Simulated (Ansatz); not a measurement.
A nudged elastic band was laid between two geometries of AlClFH3Si (7 atoms, charge 0, multiplicity 1).

Method: RKS PBE0-D4/cc-pVDZ in Ansatz.

```json
{"movable images": "5", "climbing image": "yes", "spring": "5.0 eV/Å²", "optimiser": "quadratic models (default)", "start path": "through a guess of the saddle point", "force threshold": "0.05 eV/Å", "iteration limit": "49", "end points": "relaxed"}
```

Image 0:

```xyz
7
Properties=species:S:1:pos:R:3
F -0.453 -2.470 0.824
Al -0.775 -1.068 -0.061
Si 0.710 0.850 0.089
Cl -2.509 -1.114 -1.278
H 2.086 0.449 -0.353
H 0.785 1.321 1.511
H 0.217 1.966 -0.779
```

Image 6:

```xyz
7
Properties=species:S:1:pos:R:3
F -1.804 -1.387 1.327
Al -0.873 -0.989 -0.026
Si 0.735 0.830 0.078
Cl -1.206 -2.163 -1.759
H 1.428 0.997 -1.239
H 1.752 0.539 1.141
H 0.030 2.105 0.433
```

Q: What changes between the two ends?

A: No bond is made or broken. The dihedral Cl4–Al2–Si3–H7 goes from 0 to 121°. The two ends are copies of one structure, up to a mirror image or an exchange of like atoms.

Q: Give the energies along the band, and the barrier.

A: The run converged. The highest image is number 0 of 0 to 6, 0.000 eV above the ends, which have the same energy within 2 meV. The highest image is an end point: on this band no image between the ends rises above it.

```
image  path coordinate (Å)  energy (eV)  dihedral Cl4–Al2–Si3–H7 (°)
    0                 0.00        0.000                            0
    1                 0.58        0.000                           20
    2                 1.16        0.000                           40
    3                 1.74        0.000                           60
    4                 2.33        0.000                           80
    5                 2.91        0.000                          100
    6                 3.49        0.000                          121
```

The run took 2 min on 1 thread of Arm Neoverse V2, on a shared host, peak memory 0.19 GiB.
